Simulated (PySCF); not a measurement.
SMILES C(C)#[N+][GaH2-][C]#CCF, C$_{5}$H$_{7}$FGaN

Molfile (atoms numbered from 1):
```
C5H7FGaN
     RDKit          3D

 15 14  0  0  0  0  0  0  0  0999 V2000
    2.1018   -1.1646    0.0134 C   0  0  0  0  0  0  0  0  0  0  0  0
    1.8107    0.2160   -0.1378 C   0  0  0  0  0  0  0  0  0  0  0  0
    1.5658    1.3323   -0.2577 N   0  0  0  0  0  0  0  0  0  0  0  0
   -0.0204    2.6491   -0.3283 Ga  0  0  0  0  0  4  0  0  0  0  0  0
   -1.2761    1.1560   -0.0674 C   0  0  0  0  0  0  0  0  0  0  0  0
   -1.7754    0.0643    0.0984 C   0  0  0  0  0  0  0  0  0  0  0  0
   -2.2983   -1.2756    0.2981 C   0  0  0  0  0  0  0  0  0  0  0  0
   -1.2485   -2.1885    0.3377 F   0  0  0  0  0  0  0  0  0  0  0  0
    1.1573   -1.6991    0.1400 H   0  0  0  0  0  0  0  0  0  0  0  0
    2.7261   -1.3217    0.8925 H   0  0  0  0  0  0  0  0  0  0  0  0
    2.6124   -1.5405   -0.8728 H   0  0  0  0  0  0  0  0  0  0  0  0
    0.1284    3.1983   -1.7580 H   0  0  0  0  0  0  0  0  0  0  0  0
    0.2852    3.5331    0.8935 H   0  0  0  0  0  0  0  0  0  0  0  0
   -2.9483   -1.5851   -0.5284 H   0  0  0  0  0  0  0  0  0  0  0  0
   -2.8252   -1.3662    1.2550 H   0  0  0  0  0  0  0  0  0  0  0  0
  1  2  1  0
  2  3  3  0
  3  4  1  0
  4  5  1  0
  5  6  3  0
  6  7  1  0
  7  8  1  0
  1  9  1  0
  1 10  1  0
  1 11  1  0
  4 12  1  0
  4 13  1  0
  7 14  1  0
  7 15  1  0
M  CHG  2   3   1   4  -1
M  END
```

Level of theory: PySCF 2.14.0, GIAO BHandHLYP/pcSseg-1 magnetisability, rotational g tensor and spin-rotation constants, non-relativistic, gas phase. Geometry: GFN2-xTB.

The calculation is non-relativistic, which matters for the atoms heavier than Zn.

(1) Give the nuclear spin-rotation constants along the inertial axes (H = +C I·J) beside the isotropic shieldings.

(2) How do the rotational constants and the g tensor change when H9, H10, H11, H12, H13, H14, H15 are replaced by deuterium?

## Answers

(1) Rotational constants 1.7555, 0.8383, 0.5763 GHz. A star marks the isotopologue with that one atom substituted, in its own axes.
```tsv
atom	isotope	Caa (kHz)	Cbb (kHz)	Ccc (kHz)	mean (kHz)	σ (ppm)
N3	14N	0.102	0.132	0.112	0.115	15.4
Ga4	69Ga	2.869	1.365	0.784	1.673	1586.7
F8	19F	-0.233	0.304	0.391	0.154	419.4
H9	1H	-0.054	-0.044	-0.065	-0.054	28.9
H10	1H	-0.199	-0.058	-0.017	-0.091	29.8
H11	1H	-0.199	-0.059	-0.016	-0.091	29.8
H12	1H	-0.089	-0.067	-0.001	-0.052	27.9
H13	1H	-0.088	-0.067	-0.002	-0.052	27.9
H14	1H	-0.143	-0.058	0.008	-0.064	26.7
H15	1H	-0.144	-0.059	0.010	-0.065	26.6
C1	13C*	0.186	0.094	0.070	0.117	185.5
C2	13C*	0.250	0.285	0.280	0.272	48.5
C5	13C*	0.131	0.336	0.247	0.238	65.7
C6	13C*	0.039	0.335	0.234	0.203	81.7
C7	13C*	0.454	0.134	0.148	0.245	111.8
```
For the geometry as given, no vibrational averaging.

(2) Constants 1.5359, 0.7780, 0.5313 GHz; g -0.0017, -0.0081, -0.0046, against -0.0019, -0.0086, -0.0048 before.
